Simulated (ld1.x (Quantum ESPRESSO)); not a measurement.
**Transferability test, RRKJ potential for boron**

* Element: B (Z = 5)
* Generator: ld1.x (Quantum ESPRESSO) 7.5
* Type: norm-conserving RRKJ (Kleinman–Bylander form)
* Functional: LDA (PZ)
* Relativity: non-relativistic
* Frozen core: [He]
* Valence charge: 3
* Reference configuration: 2s2 2p1
* Partial waves: 2p (bound): rc 3.10 bohr; 3d channel at -0.2 Ry: rc 3.15 bohr; 2s (bound): rc 1.05 bohr
* Local potential: the s channel
* Core correction: none

Energies are relative to the spin-unpolarised reference configuration 2s2 2p1; without spin polarisation the order of configurations can differ from experiment. Spin-polarised rows fill each open shell by Hund’s rule, majority spin first.

```
   valence configuration  charge  ΔE all-electron (eV)  error AE − PS (meV)
                 2s2 2p0      +1                 8.329                 +129
                 2s1 2p0      +2                33.626                 +422
               2s2 2p0.5    +0.5                 2.944                  +19
                 2s1 2p1      +1                14.278                  -52
                 2s1 2p2       0                 5.680                  -18
2s2 2p1 (spin-polarised)       0                -0.235                  +11
2s1 2p0 (spin-polarised)      +2                32.898                 +509
```

**Question.** What are ΔE and the potential's error for 2s2 2p1.3?

**Answer.** ΔE = -0.773 eV all-electron; the error (AE − PS) is +1.9 meV.

**Question.** What are ΔE and the potential's error for 2s0 2p3?

**Answer.** ΔE = 11.388 eV all-electron; the error (AE − PS) is -66 meV.
